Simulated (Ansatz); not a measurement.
Stepwise reaction of `[OH][Ti]([OH])([OH])[OH]` with hydrogen chloride, as a gas-phase model of exchange steps in deposition or etching. ΔE in kJ/mol; ΔG adds harmonic PBE0-D4 terms to CCSD(T)/CBS, at 1 bar.

Calculated with Ansatz (gas phase, PBE0-D4/def2-TZVP geometries, no zero-point term in ΔE). CCSD(T)/CBS is the MP2 limit (def2-TZVPP, def2-QZVPP) plus CCSD(T) − MP2 in def2-TZVPP, frozen cores. This one scheme is used for every species. DFT in def2-TZVPP. B3LYP here is the variant with VWN-RPA as its local correlation; programs differ in this. For Ti outer-core shells are correlated without core-valence functions, which leaves a few kJ/mol of doubt a bond. Scalar relativity is left out up to krypton. One conformer a species, not always the lowest.

```
step                                                             reaction  PBE-D4  B3LYP-D4  ωB97M-V  CCSD(T)/CBS  ΔG(400 K)
   1  `[OH][Ti]([OH])([OH])[OH]` + HCl → `[OH][Ti]([OH])([OH])[Cl]` + H₂O   -37.2     -36.1    -35.2        -39.3      -36.1
   2  `[OH][Ti]([OH])([OH])[Cl]` + HCl → `[OH][Ti]([OH])([Cl])[Cl]` + H₂O   -30.8     -29.3    -27.0        -33.0      -27.0
   3  `[OH][Ti]([OH])([Cl])[Cl]` + HCl → `[OH][Ti]([Cl])([Cl])[Cl]` + H₂O   -22.8     -20.3    -16.7        -24.8      -18.1
```

Problem. Give the row of step 4, `[OH][Ti]([Cl])([Cl])[Cl]` + HCl → `[Cl][Ti]([Cl])([Cl])[Cl]` + H₂O. (Estimate.)

Solution. The calculation gave: 
| step | reaction | PBE-D4 | B3LYP-D4 | ωB97M-V | CCSD(T)/CBS | ΔG(400 K) |
| --- | --- | --- | --- | --- | --- | --- |
| 4 | `[OH][Ti]([Cl])([Cl])[Cl]` + HCl → `[Cl][Ti]([Cl])([Cl])[Cl]` + H₂O | -19.7 | -16.2 | -11.4 | -22.0 | -0.7 |

Problem. By hand: ΔE of the 4 steps together at CCSD(T)/CBS.

Solution. (-39.3) + (-33.0) + (-24.8) + (-22.0) = -119.1 kJ/mol, or -29.8 kJ/mol a step.

In ΔE each step is higher than the one before. All are downhill at CCSD(T)/CBS. ΔG lies between -36.1 and -0.7 kJ/mol a step. PBE-D4 differs from CCSD(T)/CBS by 2.0 to 2.3 kJ/mol a step. Isolated molecules leave out the surface, adducts and barriers. Largest T1 diagnostic: 0.025.
